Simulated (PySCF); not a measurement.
C₆ coefficients of unlike pairs at UHF

Calculated with PySCF 2.14 from the dipole response of each species, C₆(A,B) = (3/π) ∫ α_A(iu) α_B(iu) du, in atomic units, from isotropic polarisabilities. For ions this is the dispersion term alone; charge-induced terms of lower order in 1/R come first.

```tsv
species	configuration	basis	relativity	α (bohr³)	C₆ (like pair)
In²⁺	[Kr] 4d10 5s1 (2S)	aug-cc-pVTZ-PP with one added diffuse shell each of d, f type with ECP28MDF (6s5p5d3f)	core potential	17.48	74.18
Mn	[Ar] 3d5 4s2 (6S)	aug-cc-pVDZ-DK (7s6p4d2f)	spin-free X2C	100.5	993.9
F⁺	[He] 2s2 2p4 (3P)	dyall-av3z (15s9p3d2f)	spin-free X2C	1.708	3.115
Mo²⁺	[Kr] 4d4 (5D)	def2-TZVPPD with the def2 core potential (28 electrons) (6s4p3d2f1g)	core potential	8.494	44.55
```

**Question.** Estimate C₆ for F⁺ with In²⁺.

**Answer.** The integral gives 12.85. The combination rule 2 C_A C_B / (C_A α_B/α_A + C_B α_A/α_B) gives 11.81 and the geometric mean 15.20.

No spin-orbit coupling is included.

The other pairs:

| pair | C₆ |
| --- | --- |
| Mo²⁺, F⁺ | 11.54 |
| F⁺, Mn | 35.29 |
| Mo²⁺, Mn | 156.9 |
| Mn, In²⁺ | 252.2 |
| Mo²⁺, In²⁺ | 53.30 |
